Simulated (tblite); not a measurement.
Compound: C6H11O2 (doublet state).
Numbering: `[CH3:1][C:2]([CH3:3])[C@@H:4]([CH3:5])[C:6](=[O:7])[OH:8]` (hydrogens: H9, H10, H11 on C1; H12, H13, H14 on C3; H15 on C4; H16, H17, H18 on C5; H19 on O8)

Computed geometry: GFN2-xTB, gas phase. This method treats the open shell by occupation alone, without spin polarisation.

(1) What internal coordinates does the optimisation give?

## Answers

(1) 
```tsv
bond	length (bohr)	order
C1–C2, C2–C3	2.800	single
C2–C4	2.817	single
C4–C5	2.878	single
C4–C6	2.865	single
C6=O7	2.287	double
C6–O8	2.555	single
C1–H9 and 5 like bonds	2.063	single
C4–H15	2.063	single
C5–H16, C5–H17, C5–H18	2.054	single
O8–H19	1.832	single
```

Bonds in one row agree within 0.02 bohr and their mean is given. Orders are formal, as drawn. A selection of angles:
```tsv
angle	degrees
C1–C2–C3	121.4
C1–C2–C4	119.5
C2–C4–C5	116.1
C2–C4–C6	95.1
C5–C4–C6	112.5
C4–C6–O7	125.5
C4–C6–O8	111.8
O7–C6–O8	122.4
H19–O8–C6	109.6
```

Dihedral angles: C1–C2–C4–C5 -36° (synclinal); C2–C4–C6–O7 -83° (synclinal); H19–O8–C6–C4 -173° (antiperiplanar).

O8 (oxygen bonded to C and H) is bent (angle 109.6°). C6 (carbon bonded to C and 2 O) is planar (angles 125.5°, 122.4° and 111.8°, sum 359.8°, 0.04 Å off the plane of its three neighbours). The C–O distances run from 1.210 Å (C6=O7, drawn double) to 1.352 Å (C6–O8, drawn single), a spread of 0.142 Å. C2 (carbon bonded to 3 C) is planar (angles 121.4°, 119.5° and 118.8°, sum 359.7°, 0.05 Å off the plane of its three neighbours). The C–C distances run from 1.480 Å (C1–C2, drawn single) to 1.523 Å (C4–C5, drawn single), a spread of 0.043 Å. Of the pairs four or more bonds apart, O7···H11 is among the closest relative to their van der Waals radii: 2.39 Å, 88 % of the sum of Bondi's values.

Point group: C1 (no symmetry element, even within 0.4 Å). Its GFN2-xTB frequencies are all real (lowest 54 cm⁻¹). Torsions: C1–C2–C4–C5 -36°, C2–C4–C6–O7 -83°, C4–C6–O8–H -173°. 3 starts were optimised and ended at 0.00, 0.04 and 0.62 kcal/mol (GFN2-xTB); the lowest of these is shown.

One conformer stands for the species.
